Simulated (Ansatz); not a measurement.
Total energies of the cluster Li6H5 (the lowest doublet isomer of a short search) from Ansatz at PBE-D4/def2-TZVPD, gas phase (1 Eh = 27.2114 eV = 2625.5 kJ/mol). The reference geometry is relaxed at r2SCAN-D4/def2-TZVP.

Cartesian coordinates in Å:
```
Li 0.576 0.283 1.944
Li -1.650 0.725 0.973
Li 1.902 -0.700 -1.291
Li 0.439 1.504 -0.323
Li -0.495 -0.220 -2.338
Li -0.262 -1.240 0.036
H 0.394 -1.633 -1.646
H -0.237 1.794 1.356
H 1.359 -0.121 0.336
H -1.130 0.374 -0.750
H -0.897 -0.766 1.703
```

```
                 state   geometry  energy (Eh)
      charge 0 doublet  reference    -48.03847
     charge -1 triplet  reference    -48.04735
free Li atom (doublet)          –     -7.46192
 free H atom (doublet)          –     -0.49962
```

(1) Work out the vertical electron affinity, to the triplet.

(2) What is the binding energy per atom against free atoms?

(1) E(charge 0 doublet) − E(charge -1 triplet) = -48.03847 − (-48.04735) = 0.00888 Eh = 0.24 eV.

(2) Atoms: 6 × (-7.46192) + 5 × (-0.49962) = -47.26962 Eh. Binding: -47.26962 − (-48.03847) = 0.76885 Eh = 20.92 eV, or 1.90 eV for each of 11 atoms (no zero-point energy, no counterpoise term).

At PBE-D4/def2-TZVPD the highest occupied level of the charge -1 triplet lies above zero (up to 0.95 eV). By energy differences its removal costs 0.24 eV (vertical, to the charge 0 doublet, at PBE-D4/def2-TZVPD); a positive level beside a positive removal energy at the same level points to self-interaction error. 

The structure comes from a short search, and lower isomers may exist.
